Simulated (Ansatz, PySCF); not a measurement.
This Ansatz (a program for electronic structure) input computes a SVWN5/def2-TZVPD energy:

Ansatz 0.2 input:
```yaml
crystal:
  periodic: [false, false, false]
  atoms:
    - {symbol: Si, position_ang: [0.02753975, 1.03862246, 0.71309319]}
    - {symbol: H, position_ang: [-0.36034013, 2.35242851, 0.12511369]}
    - {symbol: Si, position_ang: [-0.00151251, -0.91693400, -0.54917638]}
    - {symbol: H, position_ang: [0.92469477, -0.82780926, -1.70569212]}
    - {symbol: H, position_ang: [-1.36482314, -1.21305851, -1.05615390]}
    - {symbol: H, position_ang: [0.43608710, -2.01519925, 0.34189710]}
basis:
  gaussian:
    orbitals: def2-TZVPD
hamiltonian:
  xc: {name: SVWN5}
magnetization: {spin_polarized: true, initial_magnetization: 2}
output: {forces: true}
```

Q: Write an input for the same energy in PySCF and say what it gives.

A: 
```python
from pyscf import gto, scf, dft

mol = gto.M(
    atom='''
    Si    0.02753975    1.03862246    0.71309319
    H    -0.36034013    2.35242851    0.12511369
    Si   -0.00151251   -0.91693400   -0.54917638
    H     0.92469477   -0.82780926   -1.70569212
    H    -1.36482314   -1.21305851   -1.05615390
    H     0.43608710   -2.01519925    0.34189710
    ''',
    basis='def2-tzvpd',
    charge=0,
    spin=2,
    verbose=4,
)

mf = dft.UKS(mol, xc='svwn').density_fit(auxbasis='def2-universal-jkfit')
mf.grids.level = 3
mf.conv_tol = 1e-9
mf.max_cycle = 100
mf.max_memory = 1500
mf.kernel()
if not mf.converged:
    mf = mf.newton()
    mf.kernel(mf.make_rdm1())
for _ in range(2):
    mo, _, stable, _ = mf.stability(return_status=True)
    if stable:
        break
    mf.kernel(mf.make_rdm1(mo, mf.mo_occ))
mf.analyze()
```
It gives -578.94575 Eh, and Ansatz -578.94569 Eh, a difference of 0.06 mEh, from the treatment of integrals and grids.

This is an excited triplet: at this geometry the singlet lies 0.18 eV lower at RI-MP2/CBS(aug-cc-pV(T+d)Z,aug-cc-pV(Q+d)Z)+[CCSD(T)-MP2]/aug-cc-pV(T+d)Z.
